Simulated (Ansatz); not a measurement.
The cluster Mg6N3, relaxed as a doublet with UKS r2SCAN-D4/def2-SVP in Ansatz, starting from the GFN2-xTB geometry. Force threshold 0.02 eV/Å.

The charge 0 doublet is spin-contaminated (final ⟨S²⟩ up to 1.63, 0.75 for a pure state). Another isomer (doublet) lies 0.49 eV lower at PBE0-D4/def2-TZVP; other spin states weren't run for this one.

Start:

Cartesian coordinates in Å:
```
Mg -0.459 1.172 1.596
Mg -0.602 2.530 -0.672
Mg -0.438 -1.475 -2.272
Mg 0.037 -1.784 0.380
Mg 1.293 -0.636 2.480
Mg 1.293 0.454 -1.090
N -1.347 -0.118 0.097
N -1.201 0.304 -1.083
N 1.422 -0.446 0.563
```

| step | energy (eV) | largest force component (eV/Å) | SCF passes |
| --- | --- | --- | --- |
| 1 | -37113.8558 | 1.462 | 46 |
| 2 | -37114.5391 | 1.007 | 54 |
| 3 | -37115.0375 | 1.058 | 63 |
| 4 | -37115.2719 | 0.694 | 48 |
| 5 | -37115.4390 | 0.523 | 46 |
| 6 | -37115.4983 | 0.177 | 45 |
| 7 | -37115.5318 | 0.263 | 44 |
| 8 | -37115.5455 | 0.377 | 43 |
| 9 (rejected) | -37115.5424 | 0.170 | 44 |
| 10 | -37115.5627 | 0.056 | 39 |
| 11 | -37115.5690 | 0.026 | 38 |
| 12 | -37115.5694 | 0.098 | 40 |
| 13 | -37115.5717 | 0.041 | 42 |
| 14 | -37115.5795 | 0.146 | 46 |
| 15 (rejected) | -37115.5359 | 1.531 | 60 |
| 16 | -37115.5987 | 0.291 | 48 |
| 17 | -37115.6149 | 0.503 | 57 |
| 18 | -37115.6199 | 1.206 | 60 |
| 19 | -37115.6412 | 0.687 | 46 |
| 20 (rejected) | -37115.6194 | 0.667 | 50 |
| 21 | -37115.6622 | 0.229 | 56 |
| 22 | -37115.6738 | 0.187 | 51 |
| 23 | -37115.6773 | 0.077 | 44 |
| 24 | -37115.6790 | 0.064 | 43 |
| 25 (rejected) | -37115.6718 | 0.237 | 42 |
| 26 | -37115.6797 | 0.029 | 42 |
| 27 | -37115.6798 | 0.050 | 38 |
| 28 | -37115.6800 | 0.018 | 42 |

Force components are those of the run's own axes.

End:

```xyz
9

Mg   -0.395    1.201    1.414
Mg   -0.590    2.252   -1.345
Mg   -0.218   -0.713   -2.535
Mg   -0.246   -1.797    0.427
Mg    2.328   -0.830    2.399
Mg    1.836    0.294   -0.515
N    -1.799   -0.071    0.086
N    -1.821   -0.013   -1.104
N     0.905   -0.323    1.173
```

By distances, no bond broke or formed, bridged metal pairs apart. The bond that changes most is Mg1–N9, from 2.69 to 2.02 Å (atoms count from 1). Metal–metal contacts that move far: Mg2–Mg3 4.32 to 3.22 Å, Mg1–Mg5 2.67 to 3.54 Å, Mg4–Mg5 2.70 to 3.38 Å, Mg5–Mg6 3.73 to 3.16 Å.

No frequencies were taken in this run, so the end may be a saddle point.

Hardware: 2 threads of AMD EPYC 7R13 on a shared host. Wall time 8 min.
